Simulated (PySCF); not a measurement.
HOZn, SMILES [OH][Zn+], charge +1.

Geometry: B3LYP-D3(BJ)/def2-TZVP. The multiplicity is an assumed one; other spin states were not compared. The isomer is the one that the SMILES or the coordinates give; other isomers of the formula were not compared.

Method: CAM-B3LYP/def2-TZVPD in PySCF.

The molecule is in vacuum.

Computed frontier levels, gap, dipole moment and polarisability:
| Quantity | Result |
|---|---|
| highest occupied level | -16.51 eV |
| lowest empty level | -10.16 eV |
| orbital gap | 6.35 eV |
| dipole moment about the centre of nuclear charge | 4.14 D |
| mean static polarisability | 21.7 bohr³ (3.22 Å³) |
| polarisability, principal values | 15.9, 16.8, 32.5 bohr³ |
